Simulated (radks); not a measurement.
Effect of the nuclear size on the argon ion Ar3+, [Ne] 3s2 3p3. Calculated with a radial shooting solver on a logarithmic mesh with Libxc functionals: Dirac Kohn-Sham, exchange-only LDA, spin-unpolarised, spherical densities, finite nucleus; open shells are shared between the two j in proportion to 2j + 1; Fermi nuclear charge, rms radius 3.4274 fm. The rms radius is varied about that value; shifts are against it.

rms radius (fm) = 3.0641: total energy shift (eV) -0.00371; density at nucleus (e/bohr^3) 4322; 1s1/2 shift (meV) -1.56; 2s1/2 shift (meV) -0.117; 2p1/2 shift (meV) 0.021
rms radius (fm) = 3.1703: total energy shift (eV) -0.00267; density at nucleus (e/bohr^3) 4318; 1s1/2 shift (meV) -1.12; 2s1/2 shift (meV) -0.084; 2p1/2 shift (meV) 0.015
rms radius (fm) = 3.4274: total energy shift (eV) 0; density at nucleus (e/bohr^3) 4311; 1s1/2 shift (meV) 0.000; 2s1/2 shift (meV) 0.000; 2p1/2 shift (meV) 0.000
rms radius (fm) = 3.6125: total energy shift (eV) 0.00205; density at nucleus (e/bohr^3) 4307; 1s1/2 shift (meV) 0.861; 2s1/2 shift (meV) 0.064; 2p1/2 shift (meV) -0.011
rms radius (fm) = 4.2671: total energy shift (eV) 0.0101; density at nucleus (e/bohr^3) 4292; 1s1/2 shift (meV) 4.26; 2s1/2 shift (meV) 0.318; 2p1/2 shift (meV) -0.056

Slopes of the eigenvalues against <r^2> in GHz/fm^2, as finite differences over the two radii next to the reference (eigenvalue slopes, not the field-shift constants of lines): 1s1/2 160, 2s1/2 11.9.
